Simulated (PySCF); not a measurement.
Computed properties of CH₅NO₂Si₂, SMILES O[Si@H]([SiH3])OC#N

CH5NO2Si2, SMILES N#CO[Si@H](O)[SiH3]. Geometry: PBE0-D3(BJ)/def2-SVP. The structure was generated by enumeration; whether it is a known compound was not checked. One conformer was computed; it need not be the lowest. All values are computed for the isolated molecule unless a solvent is named; none is compared with measurement here.

**Structure.** All 27 harmonic modes at PBE0-D3(BJ)/def2-SVP (PySCF) are real, so it is a minimum. With heavy atoms numbered as in [N:1]#[C:2][O:3][Si@H:4]([OH:5])[SiH3:6], the shortest bond between them is N1–C2 at 1.163 Å and the longest Si4–Si6 at 2.348 Å.

**Vibrations.** The strongest infrared lines (harmonic, unscaled, degenerate partners summed) lie at 800 cm⁻¹ (335 km/mol, H 83 %, Si 8 %), 2427 cm⁻¹ (257 km/mol, C 66 %, N 31 %), 1224 cm⁻¹ (198 km/mol, O 64 %, N 30 %). The softest mode is at 25 cm⁻¹ and the zero-point energy is 38.7 kcal/mol.

**Electronic structure.** B3LYP/def2-TZVP (PySCF) places the frontier levels at -8.32 and -1.14 eV, a gap of 7.18 eV, and gives a dipole moment of 4.06 D and a mean polarisability of 74.4 bohr³. PBE/def2-TZVP (PySCF) at the same geometry gives -7.19 and -1.79 eV, so its gap is 1.78 eV narrower. An orbital gap is neither the optical nor the fundamental gap.

**Excitations.** TDA-PBE0/def2-SVPD (PySCF) has S1 at 6.48 eV (191 nm, f = 0.009, weak); the most intense of the 10 singlets computed lies at 7.84 eV (f = 0.07). T1 (TDA) is at 5.71 eV, 0.77 eV under S1. TDA-PBE/def2-SVPD (PySCF) puts S1 at 5.57 eV. No vertical singlet excitation falls in the visible range (under 3.1 eV).

**NMR.** GIAO shifts at B3LYP/pcSseg-1 (PySCF) (non-relativistic, atoms alike by connectivity averaged): ¹³C at 116.7 ppm against TMS; ¹H from 3.1 to 5.2 ppm against TMS; ²⁹Si from -112.1 to 8.4 ppm against TMS.
